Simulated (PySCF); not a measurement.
# Name the molecule from its bond curve

A diatomic of charge 0 contains Ba. Its singlet curve at PBE0 in a triple-zeta basis (spin-free X2C with a Gaussian nucleus, PySCF), in eV from the separated fragments:

(R (Å), E (eV)): (2.149, -3.264), (2.249, -3.983), (2.349, -4.383), (2.424, -4.526), (2.499, -4.566), (2.574, -4.525), (2.674, -4.376), (2.799, -4.086), (2.949, -3.650), (3.149, -3.006)

The fit gives ωe = 389 cm⁻¹ and the rotational constant Bₑ = 0.1043 cm⁻¹.

Q: Which atom is the partner?

A: The minimum lies at 2.495 Å, so the reduced mass is 16.8576 u Å² cm⁻¹/(Bₑ·Re²) = 25.96 u. With Ba at 137.91 u the partner weighs about 32.0 u: S. The molecule is BaS.

Spin–orbit coupling is left out.
